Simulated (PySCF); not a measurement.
Mapped SMILES: `[CH3:1][O:2][CH:3]1[CH2:4][CH2:5][CH2:6][CH2:7][CH2:8]1`. Each H is labelled by its parent atom. Ha(C4), Ha(C5), Ha(C6), Ha(C7), Ha(C8) are cis to O2 on the ring; Hb(C4), Hb(C5), Hb(C6), Hb(C7), Hb(C8) are trans to O2 on the ring.

GIAO PBE0/pcSseg-1 shifts (PySCF 2.14, gas phase, non-relativistic, equivalent atoms averaged), each against references optimised in the same way as the molecule (TMS, H2O).

On the GFN2-xTB geometry: C3 84.7, C1 58.1, C4/C8 35.6, C6 29.9, C5/C7 28.7, O2 48.8, H(C1) 3.55, H(C3) 2.87, Hb(C4)/Hb(C8) 2.13, Ha(C5)/Ha(C7) 1.81, Hb(C6) 1.64, Hb(C5)/Hb(C7) 1.16, Ha(C6) 1.06, Ha(C4)/Ha(C8) 1.06 ppm.

What changes on the PBE0-D3(BJ)/def2-SVP geometry?

Answers


```json
{"atoms": "C3", "δ (ppm)": "80.1", "change": "-4.6"}
{"atoms": "C1", "δ (ppm)": "55.8", "change": "-2.3"}
{"atoms": "C4/C8", "δ (ppm)": "33.5", "change": "-2.1"}
{"atoms": "C6", "δ (ppm)": "28.0", "change": "-1.9"}
{"atoms": "C5/C7", "δ (ppm)": "26.8", "change": "-1.9"}
{"atoms": "O2", "δ (ppm)": "44.3", "change": "-4.5"}
{"atoms": "H(C1)", "δ (ppm)": "3.30", "change": "-0.25"}
{"atoms": "H(C3)", "δ (ppm)": "2.58", "change": "-0.29"}
{"atoms": "Hb(C4)/Hb(C8)", "δ (ppm)": "1.93", "change": "-0.20"}
{"atoms": "Ha(C5)/Ha(C7)", "δ (ppm)": "1.61", "change": "-0.20"}
{"atoms": "Hb(C6)", "δ (ppm)": "1.44", "change": "-0.20"}
{"atoms": "Hb(C5)/Hb(C7)", "δ (ppm)": "1.08", "change": "-0.08"}
{"atoms": "Ha(C6)", "δ (ppm)": "1.00", "change": "-0.06"}
{"atoms": "Ha(C4)/Ha(C8)", "δ (ppm)": "0.89", "change": "-0.17"}
```

Bonds between heavy atoms that differ most (equivalent bonds averaged): O2–C3 1.418 → 1.405 Å, C1–O2 1.402 → 1.392 Å, C3–C4 1.531 → 1.524 Å. Mean change of bonds to hydrogen: C–H +0.011 Å.
